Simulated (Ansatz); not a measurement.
Gas-phase electronic energies from Ansatz, PBE0-D4/def2-TZVP geometries. CBS: MP2 limit from def2 TZ/QZ plus the TZ coupled-cluster correction, frozen cores. This one scheme is used for every species. Functionals use def2-TZVPP. One conformer a species, not always the lowest.

Consider the hydrogenolysis of a B–Al bond: `[AlH2][B]([SiH3])O[SiH3]` + H₂ → `[SiH3]BO[SiH3]` + `[AlH3]`.

`[AlH2][B]([SiH3])O[SiH3]`:

```xyz
13

Al    1.192    0.541   -1.354
B     0.007   -0.473    0.158
Si    0.141   -2.427    0.706
O    -0.920    0.324    0.787
Si   -1.088    1.920    0.396
H     2.586    1.224   -0.986
H     0.730    0.566   -2.881
H    -0.084   -3.279   -0.499
H     1.535   -2.701    1.163
H    -0.799   -2.870    1.776
H    -2.442    2.184   -0.137
H    -0.076    2.215   -0.693
H    -0.782    2.775    1.564
```

H₂:

Z-matrix (Å, degrees):
```
H
H 1 0.746
```

`[SiH3]BO[SiH3]`:

Z-matrix (Å, degrees):
```
Si
B 1 2.031
H 1 1.489 2 113.6
H 1 1.492 2 109.7 3 -121.5
H 1 1.492 2 109.6 3 121.5
O 2 1.348 1 120.6 3 -0.2
H 2 1.209 1 120.8 3 179.8
Si 6 1.662 2 132.1 1 -180.0
H 8 1.485 6 109.9 2 0.2
H 8 1.481 6 107.8 2 120.8
H 8 1.481 6 107.8 2 -120.4
```

`[AlH3]`:

Cartesian coordinates in Å:
```
Al 0.000 0.000 0.000
H -0.184 1.575 0.001
H -0.202 -0.821 -1.342
H 0.386 -0.754 1.340
```

```tsv
species	r2SCANh energy (Eh)
`[AlH2][B]([SiH3])O[SiH3]`	-926.23417
H₂	-1.17097
`[SiH3]BO[SiH3]`	-683.25636
`[AlH3]`	-244.16634
```

Q: Work out ΔE.

A: ΔE = (-683.25636) + (-244.16634) − (-926.23417) − (-1.17097) = -0.01756 Eh = -46.1 kJ/mol. CCSD(T)/CBS gives -48.7 kJ/mol.

Largest T1 diagnostic among the species: 0.014.

From r2SCAN to r2SCAN0 (25 % exact exchange), in def2-TZVPP and without D4, ΔE moves by −6.9 kJ/mol. At CCSD(T), def2-SVP lies −15.6 kJ/mol from the extrapolated value and def2-TZVPP −2.9 kJ/mol.
